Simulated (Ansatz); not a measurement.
C2H6FIn can be A, `[CH3][InH][CH2]F`, or B, `C[CH2][InH][F]`.

Program: Ansatz. Geometries: PBE0-D4/def2-TZVP. ΔE: electronic, gas phase. CCSD(T)/CBS adds triple-zeta CCSD(T) − MP2 to the extrapolated MP2 energy (def2 sets, frozen cores). DFT in def2-TZVPP. B3LYP here is the variant with VWN-RPA as its local correlation; programs differ in this. def2 core potentials past Kr. For In outer-core shells are correlated without core-valence functions, which leaves a few kJ/mol of doubt a bond. Each species was taken in one conformer, which may not be the lowest.

A:

```xyz
10

C    -0.381    0.200   -1.836
In    0.593   -0.602   -0.097
C     0.033    0.153    1.876
F    -0.955    1.132    1.776
H     0.358    0.635   -2.512
H    -0.896   -0.597   -2.377
H    -1.103    0.965   -1.554
H     1.812   -1.833   -0.184
H     0.892    0.595    2.393
H    -0.353   -0.648    2.515
```

B:

```xyz
10

C    -0.1415    1.2066   -0.5289
C    -0.4747   -0.2777   -0.5902
In    0.3680   -1.3908    1.0368
F     1.7660   -0.2652    1.8605
H     0.9344    1.3792   -0.4718
H    -0.5195    1.7291   -1.4134
H    -0.5839    1.6860    0.3469
H    -1.5536   -0.4523   -0.6009
H    -0.0840   -0.7338   -1.5053
H     0.2889   -2.8811    1.8663
```

Question: Which isomer does CCSD(T)/CBS put lower? Give the gap. (An estimate is asked.)

Answer: Computed: B, by 39.9 kcal/mol.

Question: Give E(B) − E(A) in kcal/mol with MP2/def2-TZVPP, r2SCAN-D4, PBE-D4, CCSD(T)/def2-TZVPP, CCSD/def2-TZVPP, B3LYP-D4, HF/def2-TZVPP. (Estimate.)

Answer: Computed: MP2/def2-TZVPP -39.6, r2SCAN-D4 -38.9, PBE-D4 -37.4, CCSD(T)/def2-TZVPP -37.5, CCSD/def2-TZVPP -37.4, B3LYP-D4 -37.9, HF/def2-TZVPP -37.6. None reverses the order clearly.

Largest T1 diagnostic: 0.014.
